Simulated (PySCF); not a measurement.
Level of theory: ωB97X-D3(BJ)/def2-TZVP // PBE0-D3(BJ)/def2-TZVP in PySCF. Isolated molecules, 0 K electronic values unless said otherwise. 

Reference species (SMILES): `[I][AlH][I]` (neutral, multiplicity 1).

```yaml
dipole_moment: 0.64 D
HOMO–LUMO gap: 10.00 eV
```

Changed species: `[I][Al]([I])[I]` (whole molecule; the reference has whole molecule).

### Question
Give the shifts of the dipole moment and HOMO–LUMO gap.

### Answer
the dipole moment falls by 0.64 D, to 0.00 D; the HOMO–LUMO gap falls by 0.05 eV, to 9.95 eV.
